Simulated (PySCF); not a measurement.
Vertical excitations of a molecule CH7NSi3 from TDA-M06-2X/def2-SVPD in PySCF 2.14.0, as energy in eV (oscillator strength): 3.46 (0.000), 5.14 (0.002), 5.43 (0.011), 5.53 (0.003), 5.84 (0.066), 6.05 (0.001), 6.34 (0.135), 6.51 (0.118), 6.65 (0.063), 6.77 (0.028). Lowest triplet (TDA): 2.86 eV. The structure is a stationary point at r2SCAN-D4/def2-SVP. One conformer was computed; it need not be the lowest.

Question: Pick the molecule that these values belong to.
A. C1=N[SiH2][SiH2][SiH2]1
B. [SiH3][Si@H]1N=C[SiH2]1
C. [SiH3]C1=N[SiH2][SiH2]1
D. [SiH3][Si@@H]1C=N[SiH2]1

Answer: B, [SiH3][Si@H]1N=C[SiH2]1
